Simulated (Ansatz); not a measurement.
Sn₄H₈⁻. Total charge -1; doublet. Geometry PBE-D4/def2-SVP, that of the neutral singlet; atoms count from 1.

```xyz
12

Sn    1.2852    0.2780   -1.4367
Sn   -0.8975   -0.7295    1.8336
Sn   -1.4236   -0.4046   -0.9314
Sn    1.5026    0.9352    2.0353
H    -2.3442   -0.2556    2.6843
H     1.8175    1.8370   -1.9827
H     0.5497    2.1445    1.0888
H    -2.2996    1.0125   -1.4286
H     2.3775   -0.8892   -2.1315
H    -0.7908   -2.4562    2.0612
H    -1.8485   -1.6681   -2.0536
H     2.0716    0.1960    0.2614
```

In the def2 sets Sn takes a core potential; there is no spin–orbit coupling. The highest occupied level of the charge -1 doublet lies above zero (up to 0.26 eV). By energy differences its removal costs 1.05 eV (vertical, to the charge 0 singlet, at PBE0-D4/def2-TZVPD); a positive level beside a positive removal energy at the same level points to self-interaction error. The structure comes from a short search, and lower isomers may exist.

(1) Estimate the Mulliken populations from the PBE0/def2-TZVPD orbitals of Ansatz.

(2) Where does the spin sit?

(3) And the Mayer bond orders between bonded heavy atoms (over 0.3)?

Answers

(1) 
```tsv
atom	charge (e)	spin (α − β)
Sn1	-0.11	0.42
Sn2	0.09	0.04
Sn3	0.04	0.01
Sn4	-0.42	0.58
H5	-0.09	0.00
H6	-0.07	0.00
H7	-0.08	-0.02
H8	-0.07	0.00
H9	-0.09	0.02
H10	-0.09	0.01
H11	-0.08	0.00
H12	-0.02	-0.03
```
Mulliken values and Mayer orders depend strongly on the basis. With diffuse functions, as here, like atoms can get unlike values, and bond orders can come out too low or too high.

(2) Summed by element: Sn 1.04, H -0.04, of 1 unpaired in all. Largest on single atoms: Sn4 0.58, Sn1 0.42, Sn2 0.04.

(3) Sn1–Sn3 0.77 (2.84 Å); Sn2–Sn3 0.74 (2.83 Å); Sn2–Sn4 0.77 (2.93 Å). Values over 0.3 also appear between atoms too far apart for a bond (Sn1–Sn4 0.48 at 3.54 Å); they arise where an orbital or an unpaired electron spreads over both atoms.
